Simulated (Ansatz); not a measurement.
Program: Ansatz. Geometries: PBE0-D4/def2-TZVP. ΔE: electronic, gas phase. CCSD(T)/CBS adds triple-zeta CCSD(T) − MP2 to the extrapolated MP2 energy (def2 sets, frozen cores). This one scheme is used for every species. Functionals use def2-TZVPP. HSE06 is defined as in plane-wave codes.

Consider the ligand exchange at the Si–C bond: `C#C[Si](C)(F)Cl` + H–F → `C#C[Si](F)(F)Cl` + CH₄.

```
      level  ΔE (kJ/mol)
  r2SCAN-D4       -145.0
     r2SCAN       -146.3
      HSE06       -134.9
HF/def2-SVP       -146.1
```

Q: What does CCSD(T)/CBS give? (Estimate.)

A: Computed: -137.7 kJ/mol. The listed levels differ from it by -7.3, -8.6, 2.8, -8.4 kJ/mol.

Q: What do rigid-rotor, harmonic-oscillator terms from PBE0-D4/def2-TZVP frequencies (298.15 K, 1 bar) make of the CCSD(T)/CBS value? (Best estimate.)

A: Ansatz gave: ΔZPE = +4.2 kJ/mol, ΔH = -135.2 kJ/mol, ΔS = -6 J/(mol·K), ΔG = -133.3 kJ/mol.

Largest T1 diagnostic among the species: 0.012.

Leaving LDA and LC-ωPBE aside and taking each functional with its dispersion term where it has one, the values, not all of them listed here, spread over 24.3 kJ/mol, from B97M-V to revPBE-D4. LDA lies +3.4 kJ/mol from PBE without D4. The D4 term adds +6.5 kJ/mol with B3LYP and +3.7 kJ/mol with PBE0; it sums over pairs of atoms, weighted by their polarisabilities, and B3LYP, whose exchange is more repulsive, gets the larger term. In def2-TZVPP, CCSD(T) changes the Hartree–Fock value by +21.2 kJ/mol (the triples alone add +2.6 kJ/mol) and MP2 by +23.1 kJ/mol.

B3LYP here is the variant with VWN-RPA as its local correlation; programs differ in this.

CCSD(T)/CBS has its own doubt, a few kJ/mol and more with outer-core shells, so smaller differences from it don't rank the levels.
